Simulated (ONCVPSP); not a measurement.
# oxygen (O): what ONCVPSP 4.0.1 does with a changed input

Command:

```bash
oncvpsp.x < O.dat > O.out
```

Input:

```
# ATOM AND REFERENCE CONFIGURATION
# atsym  z   nc   nv     iexc    psfile
  O 8.00    1    2        4      upf
#
#   n    l    f
    1    0    2.00
    2    0    2.00
    2    1    4.00
#
# PSEUDOPOTENTIAL AND OPTIMIZATION
# lmax
    1
#
#   l,   rc,      ep,       ncon, nbas, qcut
    0    0.75    0.00    4    7    8.40
    1    1.65    0.00    4    8   10.60
#
# LOCAL POTENTIAL
# lloc, lpopt,  rc(5),   dvloc0
    4    4    0.70    0.00
#
# VANDERBILT-KLEINMAN-BYLANDER PROJECTORs
# l, nproj, debl
    0    2    1.40
    1    3    2.40
#
# MODEL CORE CHARGE
# icmod, fcfact, rcfact
    2    0.30    0.80
#
# LOG DERIVATIVE ANALYSIS
# epsh1, epsh2, depsh
   -2.00    5.00    0.00
#
# OUTPUT GRID
# rlmax, drl
    6.00    0.01
#
# TEST CONFIGURATIONS
# ncnf
    4
# nvcnf
#   n    l    f
    2
    2    0    2.00
    2    1    3.00
#
    2
    2    0    2.00
    2    1    2.00
#
    2
    2    0    2.00
    2    1    1.00
#
    2
    2    0    0.00
    2    1    6.00
#
```

This is an input that runs to its end, with one change: depsh set to zero.

Question: How does the run end?

Answer: The program runs through. Ghost flags: none; the largest excitation error among the 4 tests with output is 827 meV, as for the unchanged input.

```
      PSP excitation error=  3.04D-02

Test configuration 4

   n   l     f        eae           eps        diff
   1   0  2.0000  -18.96613814
   2   1  6.0000   -0.36181493   -0.36359068   -1.78D-03

    Total energies and differences
      AE_ref= -7.50018258D+01  AE_tst= -7.39016784D+01  dif=  1.10D+00
      PS_ref= -1.56910120D+01  PS_tst= -1.45920480D+01  dif=  1.10D+00
      PSP excitation error=  1.18D-03
```
